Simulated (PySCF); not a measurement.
# SMILES O[Si@H]1C=C(F)CC[SiH2]1, C4H9FOSi2

Molfile (atoms numbered from 1):
```
C4H9FOSi2
     RDKit          3D

 17 17  0  0  0  0  0  0  0  0999 V2000
    2.8583    0.9258   -0.0015 O   0  0  0  0  0  0  0  0  0  0  0  0
    1.4816    0.4265   -0.7182 Si  0  0  1  0  0  4  0  0  0  0  0  0
    1.0039   -1.3038   -0.1451 C   0  0  0  0  0  0  0  0  0  0  0  0
   -0.2548   -1.6438    0.0823 C   0  0  0  0  0  0  0  0  0  0  0  0
   -0.5283   -2.9079    0.5222 F   0  0  0  0  0  0  0  0  0  0  0  0
   -1.4939   -0.8181   -0.0766 C   0  0  0  0  0  0  0  0  0  0  0  0
   -1.4694    0.4852    0.7354 C   0  0  0  0  0  0  0  0  0  0  0  0
   -0.2194    1.7658    0.0545 Si  0  0  0  0  0  4  0  0  0  0  0  0
    3.6741    0.4341   -0.0580 H   0  0  0  0  0  0  0  0  0  0  0  0
    1.7226    0.3284   -2.1693 H   0  0  0  0  0  0  0  0  0  0  0  0
    1.7571   -2.0586    0.0418 H   0  0  0  0  0  0  0  0  0  0  0  0
   -2.3384   -1.4342    0.2445 H   0  0  0  0  0  0  0  0  0  0  0  0
   -1.6396   -0.5832   -1.1354 H   0  0  0  0  0  0  0  0  0  0  0  0
   -2.4770    0.9015    0.7326 H   0  0  0  0  0  0  0  0  0  0  0  0
   -1.2405    0.2444    1.7747 H   0  0  0  0  0  0  0  0  0  0  0  0
    0.0544    2.7348    1.1236 H   0  0  0  0  0  0  0  0  0  0  0  0
   -0.8976    2.5151   -1.0174 H   0  0  0  0  0  0  0  0  0  0  0  0
  1  2  1  0
  2  3  1  0
  3  4  2  0
  4  5  1  0
  4  6  1  0
  6  7  1  0
  7  8  1  0
  8  2  1  0
  1  9  1  0
  2 10  1  6
  3 11  1  0
  6 12  1  0
  6 13  1  0
  7 14  1  0
  7 15  1  0
  8 16  1  0
  8 17  1  0
M  END
```

Computed with PySCF, GIAO B3LYP/pcSseg-1 magnetisability, rotational g tensor and spin-rotation constants, non-relativistic, gas phase. Geometry: GFN2-xTB.

Question: Give the nuclear spin-rotation constants along the inertial axes (H = +C I·J) beside the isotropic shieldings.

Answer: Rotational constants 1.8876, 1.1571, 0.7769 GHz. A star marks the isotopologue with that one atom substituted, in its own axes.
```tsv
atom	isotope	Caa (kHz)	Cbb (kHz)	Ccc (kHz)	mean (kHz)	σ (ppm)
F5	19F	2.863	2.114	1.009	1.996	201.8
H9	1H	-0.243	0.010	-0.102	-0.112	30.8
H10	1H	-0.155	-0.075	0.028	-0.068	26.1
H11	1H	-0.174	0.087	-0.090	-0.059	26.5
H12	1H	0.035	-0.097	-0.087	-0.050	29.2
H13	1H	-0.187	-0.129	0.014	-0.100	29.8
H14	1H	-0.196	0.018	-0.089	-0.089	30.6
H15	1H	-0.205	-0.126	0.005	-0.108	31.0
H16	1H	-0.116	-0.083	-0.013	-0.070	28.0
H17	1H	-0.167	-0.051	-0.015	-0.077	28.2
O1	17O*	-0.141	-0.060	-0.059	-0.086	314.3
Si2	29Si*	-1.197	-0.711	-0.480	-0.796	358.2
C3	13C*	0.623	0.414	0.125	0.387	77.2
C4	13C*	0.882	0.503	0.239	0.542	-4.0
C6	13C*	0.333	0.183	0.138	0.218	149.7
C7	13C*	0.300	0.146	0.089	0.178	174.6
Si8	29Si*	-0.969	-0.668	-0.432	-0.690	418.5
```
For the geometry as given, no vibrational averaging.

Question: How do the rotational constants and the g tensor change when H9, H10, H11, H12, H13, H14, H15, H16, H17 are replaced by deuterium?

Answer: Constants 1.6060, 1.0680, 0.7099 GHz; g -0.0193, -0.0196, -0.0081, against -0.0223, -0.0215, -0.0088 before.
